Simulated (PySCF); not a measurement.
**`CC/C=C(F)/C(Br)=C\F`, C6H7BrF2**

Geometry (Å), atoms numbered from 1 in this order:
```xyz
16

C    -2.5866    0.7258    0.3628
C    -1.6783   -0.4811    0.1260
C    -0.3211   -0.0445   -0.3076
C     0.8121   -0.3736    0.3130
F     0.7673   -1.1738    1.4037
C     2.1623    0.0311   -0.0435
Br    2.3468    1.1482   -1.5613
C     3.2999   -0.2905    0.5790
F     3.3510   -1.0662    1.6586
H    -3.5808    0.3936    0.6494
H    -2.6687    1.3251   -0.5410
H    -2.1875    1.3512    1.1580
H    -1.6092   -1.0827    1.0330
H    -2.1127   -1.1015   -0.6637
H    -0.2775    0.5968   -1.1744
H     4.2754    0.0512    0.2639
```

Computed with quadratic response wB97X-D/def2-SVPD first hyperpolarisability, Taylor convention, gas phase (PySCF). Geometry: GFN2-xTB.

The calculation is non-relativistic, which matters for the atoms heavier than Zn.

(1) Give β for the processes computed.

(2) Which lowest excitations, dipole and polarisabilities go with it?

Results:

(1) In au, Taylor convention; the vector part is βᵢ = ⅓ Σⱼ (βᵢⱼⱼ + βⱼᵢⱼ + βⱼⱼᵢ); β∥ is 3/5 of the vector part along the dipole, the dipole points from − to +:
```
                   process  λ (nm)  β vector norm      β∥  β HRS  depolarisation ratio
           static β(0;0,0)       ∞          332.9  -107.0  131.9                  5.88
second harmonic β(−2ω;ω,ω)    1064          388.7  -104.0  156.4                  5.67
         Pockels β(−ω;ω,0)    1064          349.1  -106.6      –                     –
second harmonic β(−2ω;ω,ω)     800          451.9   -96.3  184.3                  5.52
         Pockels β(−ω;ω,0)     800          363.1  -105.9      –                     –
```

(2) S1 5.06 eV (f = 0.000); S2 5.52 eV (f = 0.631); S3 6.22 eV (f = 0.055); dipole 1.55 D; isotropic α 100.4 au static, 101.7 au at 1064 nm, 102.8 au at 800 nm, 106.2 au at 532 nm, 112.0 au at 400 nm.
